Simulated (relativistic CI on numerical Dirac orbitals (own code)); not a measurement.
# Pt⁶⁺: 4f photoemission

Computed with this model: Dirac-Coulomb-Breit CI, orbitals from a KLI potential per configuration, a model potential for QED, valence Slater integrals scaled by 0.8, multiplet model of photoemission in the sudden approximation; configurations [Xe] 4f14 5d4 → [Xe] 4f13 5d4; 300 K; Lorentzian 0.25 eV and Gaussian 0.5 eV FWHM. Energies are those of the free ion, without screening or charge transfer. The energies are binding energies and can lie tens of eV above those of solids. S is read from ⟨S²⟩ = S(S + 1).

free ion: ground-state S = 1.59, centroid 169.99 eV. Peaks (eV, height): 168.2 (100), 170.7 (20), 172.6 (36).

Strongest unbroadened transitions for free ion:

```csv
Energy (eV),Relative strength
168.15,100.0
169.24,2.7
170.46,4.4
170.59,1.3
170.79,15.1
171.39,1.1
171.80,0.3
172.02,15.8
172.39,6.9
172.51,15.0
172.84,18.2
172.99,1.7
173.26,0.5
174.25,0.4
174.28,0.3
174.61,0.5
174.74,0.6
174.87,0.9
```
